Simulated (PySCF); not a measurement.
Gas-phase reaction: 4 ZnCH3 = 4 Zn + C4H10 (n-butane) + H2

Method: PySCF energies (xtb for GFN2) plus ideal-gas RRHO corrections (1 bar). S°(298 K) at PBE0/def2-TZVP differs from the NASA 1993 table for C4H10 (n-butane) (-9 J/mol/K); whether the harmonic model or the table's entry is off was not settled. † marks an energy on the PBE0/def2-TZVP geometry and frequencies; other levels use their own. Open shells (unrestricted): ZnCH3 (multiplicity 2); the rest are closed-shell singlets. GFN2 has no spin-polarisation term. B3LYP is the form with VWN-RPA correlation. Zn: all electrons, no relativistic terms. ZnCH3: computed as isolated molecules; such fragments, hydroxides, amides, oligomers or adducts are transient or little studied in the gas. The harmonic model lacks anharmonicity and excited electronic states, which grow with temperature; levels with a mode under 35 cm⁻¹ are left out. Internal rotation in C4H10 (n-butane) is treated as a harmonic vibration of one conformer, which makes the entropy rough.

```
level               ΔE electronic, kJ  ΔH°(298 K), kJ  ΔS°(298 K), J/K  ΔG°(2000 K), kJ
------------------  -----------------  --------------  ---------------  ---------------
B3LYP/def2-TZVP†                 -478            -459               57             -592
BLYP/def2-TZVP†                  -486            -466               57             -599
GFN2-xTB                         -467            -444               34             -520
M06-2X/def2-TZVP†                -439            -419               57             -553
PBE/def2-SVP                     -393            -374               55             -503
ωB97M-V/def2-TZVP†               -456            -437               57             -570
```
ΔH° is lowest at BLYP/def2-TZVP† and highest at PBE/def2-SVP. No reference value is set beside these.
